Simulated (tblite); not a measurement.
Input of a run (GFN2-xTB geometry optimisation, gas phase (tblite 0.8.0)), started from a force field or distance geometry:
```
{"job": {"kind": "relax", "xc": "GFN2-xTB", "basis": "xTB"}, "charge": 0, "multiplicity": 2}
O      2.098900     0.822800    -1.362300
Si     2.178900     0.017000     0.071700
O      0.783500     0.263500     0.946200
C     -0.401900    -0.369400     0.542300
Si    -1.520300     0.472600    -0.672900
C     -0.768400    -1.516600     1.151900
F     -1.906200    -2.164900     0.868600
H      1.893300     1.776900    -1.286200
H      3.314700     0.591800     0.844700
H     -2.849700     0.754700    -0.068100
H     -0.916300     1.766100    -1.100100
H     -1.700800    -0.379500    -1.883700
H     -0.210000    -2.034500     1.930300
```

Output (eV, eV/Å):
```
step      E/eV     max force
  0    -643.77837    1.838
  1    -643.87910    0.980
  2    -643.91654    0.683
  3    -643.93847    0.359
  4    -643.95629    0.403
  5    -643.96773    0.355
  6    -643.98080    0.384
  7    -643.99270    0.348
  8    -644.00678    0.361
  9    -644.01975    0.384
 10    -644.03208    0.302
 11    -644.04099    0.221
 12    -644.04722    0.243
 13    -644.05202    0.202
 14    -644.05513    0.158
 15    -644.05801    0.138
 16    -644.06150    0.164
 17    -644.06521    0.169
 18    -644.06830    0.167
 19    -644.07072    0.154
 20    -644.07306    0.153
 21    -644.07587    0.169
 22    -644.07902    0.148
 23    -644.08138    0.110
 24    -644.08258    0.098
 25    -644.08348    0.096
 26    -644.08468    0.103
 27    -644.08590    0.099
 28    -644.08672    0.111
 29    -644.08732    0.066
 30    -644.08786    0.059
 31    -644.08907    0.086
 32    -644.09018    0.086
 33    -644.09126    0.079
 34    -644.09185    0.055
 35    -644.09231    0.056
 36    -644.09283    0.059
 37    -644.09337    0.058
 38    -644.09382    0.060
 39    -644.09423    0.056
 40    -644.09476    0.066
 41    -644.09545    0.076
 42    -644.09616    0.075
 43    -644.09675    0.063
 44    -644.09724    0.046
 45    -644.09780    0.048
 46    -644.09841    0.055
 47    -644.09892    0.056
 48    -644.09929    0.054
 49    -644.09968    0.050
 50    -644.10029    0.059
 51    -644.10112    0.070
 52    -644.10191    0.073
 53    -644.10249    0.069
 54    -644.10296    0.056
 55    -644.10357    0.084
 56    -644.10429    0.079
 57    -644.10497    0.070
 58    -644.10543    0.051
 59    -644.10576    0.060
 60    -644.10620    0.081
 61    -644.10692    0.088
 62    -644.10752    0.055
 63    -644.10787    0.047
 64    -644.10804    0.040
 65    -644.10825    0.041
 66    -644.10862    0.061
 67    -644.10919    0.066
 68    -644.10985    0.065
 69    -644.11039    0.050
 70    -644.11085    0.051
 71    -644.11134    0.067
 72    -644.11201    0.081
 73    -644.11294    0.066
 74    -644.11386    0.064
 75    -644.11458    0.065
 76    -644.11557    0.083
 77    -644.11686    0.097
 78    -644.11830    0.083
 79    -644.11934    0.081
 80    -644.11985    0.098
 81    -644.12045    0.102
 82    -644.12087    0.074
 83    -644.12139    0.064
 84    -644.12305    0.065
 85    -644.12470    0.076
 86    -644.12718    0.080
 87    -644.12825    0.177
 88    -644.12892    0.094
 89    -644.12989    0.080
 90    -644.13050    0.064
 91    -644.13165    0.081
 92    -644.13305    0.079
 93    -644.13482    0.106
 94    -644.13601    0.152
 95    -644.13689    0.125
 96    -644.13764    0.074
 97    -644.13822    0.058
 98    -644.13886    0.073
 99    -644.13954    0.085
100    -644.14049    0.101
101    -644.14177    0.099
102    -644.14328    0.084
103    -644.14460    0.065
104    -644.14450    0.085
105    -644.14584    0.097
106    -644.14622    0.068
107    -644.14657    0.050
108    -644.14695    0.033
109    -644.14726    0.043
110    -644.14763    0.029
111    -644.14779    0.045
112    -644.14786    0.015
113    -644.14790    0.022
114    -644.14794    0.011
115    -644.14797    0.026
116    -644.14800    0.035
117    -644.14807    0.043
118    -644.14815    0.035
119    -644.14820    0.019
120    -644.14824    0.014
121    -644.14827    0.018
122    -644.14832    0.025
123    -644.14842    0.034
124    -644.14857    0.040
125    -644.14873    0.036
126    -644.14887    0.031
127    -644.14898    0.020
128    -644.14905    0.017
129    -644.14910    0.020
130    -644.14916    0.020
131    -644.14925    0.029
132    -644.14944    0.044
133    -644.14981    0.058
134    -644.15036    0.058
135    -644.15093    0.053
136    -644.15139    0.039
137    -644.15162    0.039
138    -644.15180    0.036
139    -644.15208    0.052
140    -644.15264    0.067
141    -644.15331    0.125
142    -644.15427    0.084
143    -644.15524    0.150
144    -644.15706    0.100
145    -644.15758    0.117
146    -644.15862    0.125
147    -644.15883    0.162
148    -644.15865    0.163
149    -644.15967    0.056
150    -644.15995    0.077
151    -644.16031    0.089
152    -644.16077    0.100
153    -644.16125    0.073
154    -644.16164    0.068
155    -644.16249    0.050
156    -644.16280    0.130
157    -644.16362    0.101
158    -644.16432    0.100
159    -644.16435    0.220
160    -644.16542    0.097
161    -644.16634    0.108
162    -644.16693    0.114
163    -644.16740    0.143
164    -644.16854    0.067
165    -644.16911    0.104
166    -644.16955    0.067
167    -644.16909    0.197
168    -644.17014    0.107
169    -644.17048    0.030
170    -644.17091    0.043
171    -644.17094    0.162
172    -644.17146    0.048
173    -644.17166    0.036
174    -644.17199    0.079
175    -644.17215    0.030
176    -644.17225    0.033
177    -644.17240    0.059
178    -644.17252    0.050
179    -644.17269    0.042
180    -644.17287    0.076
181    -644.17297    0.056
182    -644.17320    0.043
183    -644.17334    0.082
184    -644.17364    0.072
185    -644.17407    0.086
186    -644.17421    0.094
187    -644.17474    0.066
188    -644.17486    0.063
189    -644.17518    0.071
190    -644.17563    0.078
191    -644.17570    0.113
192    -644.17609    0.116
193    -644.17661    0.067
194    -644.17687    0.076
195    -644.17713    0.056
196    -644.17738    0.055
197    -644.17748    0.030
198    -644.17762    0.025
199    -644.17777    0.031
200    -644.17792    0.034
201    -644.17800    0.028
202    -644.17810    0.031
203    -644.17819    0.028
204    -644.17824    0.021
205    -644.17828    0.019
206    -644.17831    0.017
207    -644.17833    0.014
208    -644.17835    0.012
209    -644.17836    0.014
210    -644.17837    0.014
211    -644.17838    0.013
212    -644.17839    0.013
213    -644.17840    0.009
```

Question: Summarise the run.

Answer: The energy falls by 9.2 kcal/mol over 213 L-BFGS steps, the largest force on an atom goes from 1.84 to 0.009 eV/Å, and the atoms move by 1.060 Å rms after alignment. The bond that changes most is O3–C4 (ends: oxygen bonded to C and Si; carbon bonded to C, O and Si), which shortens by 0.048 Å. Bonds longer at the end by more than 0.005 Å: 2 of 12; shorter: 10. Among the angles that change most is Si2–O3–C4, from 119.3° to 128.8°. Among the dihedrals that turn most is Si2–O3–C4–Si5, from -89° to 7°. The energy rose by more than 1e-5 eV at steps 104, 148 and 167. The first step brought 25 % of the lowering.

Question: What are the final bond lengths?

Answer: O1–Si2 1.622 Å, Si2–O3 1.640 Å, O3–C4 1.355 Å, C4–Si5 1.896 Å, C4=C6 1.328 Å, C6–F7 1.350 Å, O1–H8 0.960 Å, Si2–H9 1.453 Å, Si5–H10 1.460 Å, Si5–H11 1.465 Å, Si5–H12 1.465 Å, C6–H13 1.081 Å. Numbering counts from 1 in the input's order; the species is `O[SiH]O/C([SiH3])=C/F` [radical].

The run took 1.4 s wall on Arm Neoverse V1, one thread, no GPU, shared host with 32 logical CPUs at a one-minute load of 8.8.

Its GFN2-xTB frequencies are all real (lowest 33 cm⁻¹). 3 starts were optimised and ended at 0.00, 0.26 and 1.40 kcal/mol (GFN2-xTB); the lowest of these is shown.

One conformer stands for the species.

The numbers are calculated, not measured.
